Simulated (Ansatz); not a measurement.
Reaction (cleavage of the B–P bond): `BP[SiH](C)F` + `C[Si](O)(O)O` → `BO[Si](C)(O)O` + `C[SiH](F)P`

Computed with Ansatz on PBE0-D4/def2-TZVP structures; ΔE is electronic, products minus reactants. CCSD(T)/CBS adds triple-zeta CCSD(T) − MP2 to the extrapolated MP2 energy (def2 sets, frozen cores). DFT in def2-TZVPP. B3LYP here is the variant with VWN-RPA as its local correlation; programs differ in this. Each species was taken in one conformer, which may not be the lowest.

`BP[SiH](C)F`:

```xyz
12

B    -0.308   -2.211   -0.795
P     1.105   -1.025   -0.814
Si    0.648    0.422    0.817
C    -0.617    1.699    0.364
F     1.998    1.196    1.207
H    -0.662   -2.655    0.255
H    -0.771   -2.617   -1.817
H     0.999   -0.288   -2.014
H     0.248   -0.404    1.982
H    -0.746    2.415    1.180
H    -1.579    1.221    0.163
H    -0.315    2.248   -0.530
```

`C[Si](O)(O)O`:

```xyz
11

C    -0.560    1.364    0.141
Si    0.223   -0.301   -0.012
O     1.477   -0.327   -1.067
O    -0.816   -1.433   -0.608
O     0.770   -0.671    1.486
H    -0.990    1.681   -0.812
H    -1.355    1.360    0.891
H     0.181    2.106    0.445
H     1.315   -0.769   -1.901
H    -1.622   -1.601   -0.120
H     1.377   -1.410    1.556
```

`BO[Si](C)(O)O`:

```xyz
13

B    -1.354    1.220    1.370
O    -0.169    0.596    1.258
Si    0.629   -0.122    0.003
C    -0.504   -0.975   -1.174
O     1.452    1.125   -0.670
O     1.624   -1.263    0.617
H    -2.101    1.286    0.427
H    -1.646    1.698    2.431
H     0.062   -1.439   -1.986
H    -1.212   -0.269   -1.612
H    -1.068   -1.762   -0.668
H     2.097    0.918   -1.347
H     2.189   -1.013    1.351
```

`C[SiH](F)P`:

Cartesian coordinates in Å:
```
C 0.893 -0.326 0.950
Si -0.747 0.241 0.293
F -1.878 -0.748 0.860
P -0.939 0.252 -1.949
H 1.689 0.340 0.608
H 0.890 -0.324 2.043
H 1.123 -1.338 0.607
H -1.072 1.610 0.775
H 0.138 1.174 -2.065
H -0.097 -0.880 -2.123
```

Q: Is it downhill or uphill in electronic energy at CCSD(T)/CBS, and by how much? (Estimate.)

A: Ansatz gave: Downhill: ΔE = -89.7 kJ/mol.

Q: What do these levels give: PBE-D4, r2SCAN-D4, B3LYP-D4, ωB97X-V, ωB97M-V, PBE, r2SCAN, B3LYP, HF/def2-TZVPP, SCS-MP2/def2-QZVPP, HF/CBS(def2), CCSD/CBS(def2)? (Estimate.)

A: The calculation gave: PBE-D4 -79.4, r2SCAN-D4 -85.1, B3LYP-D4 -95.5, ωB97X-V -93.2, ωB97M-V -95.9, PBE -79.5, r2SCAN -85.0, B3LYP -95.8, HF/def2-TZVPP -110.8, SCS-MP2/def2-QZVPP -95.2, HF/CBS(def2) -112.2, CCSD/CBS(def2) -93.0 kJ/mol.

Largest T1 diagnostic among the species: 0.015.

In def2-TZVPP, CCSD(T) changes the Hartree–Fock value by +18.2 kJ/mol (the triples alone add +3.3 kJ/mol) and MP2 by +20.6 kJ/mol. From PBE to PBE0 (25 % exact exchange), in def2-TZVPP and without D4, ΔE moves by −3.7 kJ/mol.
